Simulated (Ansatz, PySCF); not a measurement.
Complex: H2O (SMILES O) (first 3 atoms) with CHN (SMILES C#N); geometry from B3LYP-D3(BJ)/def2-TZVP, rigid monomers moved along the line of their centres of mass till H3···N5 is 3.80 Å.
(charge 0, multiplicity 1):
```xyz
6

O     -0.143     0.065    -0.657
H      0.791    -0.061    -0.848
H     -0.201     0.072     0.308
C     -0.334     0.085     5.244
N     -0.194     0.067     4.108
H     -0.466     0.101     6.302
```

Counterpoise-corrected where a basis set is named; no monomer relaxation. Rows marked so take none.

Rows in 6-31G* carry no dispersion term and start afresh at each structure (6-31G* with six Cartesian d functions).

Run with Ansatz (Gaussian basis) for Hartree–Fock, density functionals and correlated methods; PySCF for 6-31G* rows. Values without a source in brackets are computed.

Task: Estimate the interaction energy that PBE/def2-TZVPPD returns for this input.

Result: -1.1 kcal/mol

Ansatz is a first-principles code.
